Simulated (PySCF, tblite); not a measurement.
Isomers of C6H8NO (doublet state), one GFN2-xTB conformer each. Single-point energies are computed at B3LYP/pcH-1 (PySCF, gas phase, no added dispersion term), electronic only. GFN2-xTB treats the open shell by occupation alone, and not every SCF solution was tested for stability.

Task: Rank them by B3LYP/pcH-1 energy, lowest first (kcal/mol).
A. `[CH:1]1[NH:2][CH:3]=[C:4]([CH:5]2[CH2:6][CH2:7]2)[O:8]1` (doublet state) with C3–C4–C5–C6 35°
B. `[CH2:1][C:2]#[C:3][C@@H:4]([CH3:5])[NH:6][CH:7]=[O:8]` (doublet state) with C3–C4–N6–C7 125°, C4–N6–C7–O8 1°

Result: B (0.0), A (18.8).

As drawn, the higher has a three-membered ring, which the lower lacks. GFN2-xTB itself gives, in the same order: 17.7, 0.0. GFN2-xTB puts [CH]1NC=C(C2CC2)O1 lowest instead.

Task: What happens when harmonic zero-point energies from GFN2-xTB frequencies are added?

Result: 
| SMILES | ZPE (kcal/mol) | electronic (kcal/mol) | with ZPE (kcal/mol) |
| --- | --- | --- | --- |
| [CH2]C#C[C@@H](C)NC=O | 76.5 | 0.0 | 0.0 |
| [CH]1NC=C(C2CC2)O1 | 79.8 | 18.8 | 22.2 |

The zero-point energies span 3.3 kcal/mol. The order is unchanged.
